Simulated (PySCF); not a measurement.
Excitations are Tamm–Dancoff values on a coarser integration grid. The basis has no diffuse functions, so Rydberg states are missing or too high.

Z-matrix (Å, degrees):
```
Si
O 1 1.6469
C 2 1.4124 1 124.25
H 3 1.1012 2 108.48 1 -167.94
H 3 1.1035 4 108.90 2 -121.65
H 3 1.1054 4 108.12 5 -117.38
O 1 1.6559 2 105.42 3 36.07
C 7 1.4081 1 124.10 2 -171.91
H 8 1.1014 7 108.79 1 176.90
H 8 1.1048 9 108.58 7 121.65
H 8 1.1074 9 107.86 10 117.03
O 1 1.6576 2 115.84 3 -78.54
C 12 1.4108 1 123.94 2 -63.99
H 13 1.1019 12 108.91 1 -160.05
H 13 1.1051 14 108.13 12 120.98
H 13 1.1053 14 108.62 15 116.92
N 1 1.7075 2 105.31 3 162.34
H 17 1.0133 1 121.75 2 167.67
H 17 1.0137 18 112.12 1 -155.08
```
Charge 0, spin multiplicity 1.

Problem. Estimate the LUMO, S1 oscillator strength, total energy, S1 excitation (TDA), dipole moment, S1–T1 gap (TDA), HOMO and HOMO–LUMO gap that PBE-D3(BJ)/def2-TZVP // r2SCAN-D4/def2-SVP (PySCF) returns for this input.

Solution. 
```yaml
LUMO: -0.03 eV
S1 oscillator strength: 0.032
total_energy: -18791.48 eV
S1 excitation (TDA): 6.08 eV
dipole_moment: 1.23 D
S1–T1 gap (TDA): 0.30 eV
HOMO: -5.98 eV
HOMO–LUMO gap: 5.94 eV
```
